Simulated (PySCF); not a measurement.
## Calculated data, B3GeH5

All values are calculated (PySCF 2.14.0). Calculation on a computer-drawn molecule: optimised geometry and harmonic frequencies of an isolated molecule of the commonest isotopes, restricted reference for singlets and unrestricted otherwise, frozen core in MP2; on germanium a core potential holds 10 electrons, which the energies leave out, and 3d is frozen in MP2 and coupled-cluster steps.

```json
{"formula": "B3GeH5", "start_structure": {"atoms_angstrom": [["B", -0.4003, 0.1563, 0.7017], ["B", -1.0919, -0.329, -0.5991], ["Ge", -3.1146, -0.4971, -0.5297], ["B", -3.0461, 1.4634, -1.0107], ["H", -0.1564, -0.6237, 1.6297], ["H", -0.0219, 1.2938, 0.9872], ["H", -0.6759, -0.6474, -1.6401], ["H", -3.1061, 2.2527, -0.1726], ["H", -3.1041, 1.803, -2.0937]]}, "given": {"charge": 0, "multiplicity": 1, "method": "HF", "basis": "cc-pVDZ", "basis_and_core_potential_on_germanium": "cc-pVDZ-PP ECP10MDF", "drawn_bonds_atom": [1, 2, 3, 1, 1, 2, 4, 4], "drawn_bonds_other_atom": [2, 3, 4, 5, 6, 7, 8, 9], "drawn_bonds_order": [1, 1, 1, 1, 1, 1, 1, 1]}, "results": {"total_energy [hartree]": null, "rotational_constants [GHz]": null}}
```

Question: Give the missing total energy for B3GeH5.
Answer: -370.2439 hartree

Question: Estimate the rotational constants of B3GeH5.
Answer: 8.072, 2.852, 2.333 GHz

Further results for B3GeH5:

| Item | Value |
| --- | --- |
| convergence status largest gradient component | 3.143e-05 hartree/bohr |

Optimised structure:
```xyz
9
B3GeH5
B     -0.1521     0.0126     0.8794
B     -1.0862    -0.3275    -0.4659
Ge    -3.1387    -0.3733    -0.5885
B     -3.3218     1.5888    -1.1636
H      0.1179    -0.8288     1.6954
H      0.2706     1.1227     1.0732
H     -0.5599    -0.6662    -1.4985
H     -3.5217     2.4380    -0.3370
H     -3.3254     1.9057    -2.3217
```

Modes:
```tsv
frequency (cm⁻¹)	reduced mass (dalton)
87.34	3.008
147.4	2.326
164.6	2.258
343.7	1.192
373.9	1.101
453.9	1.595
475.6	2.086
541.1	4.578
579.8	1.203
687.4	1.098
826.5	1.436
929.8	1.383
943.9	3.431
1061	1.51
1219	1.149
1266	1.246
2647	1.069
2657	1.056
2665	1.071
2722	1.121
2747	1.124
```
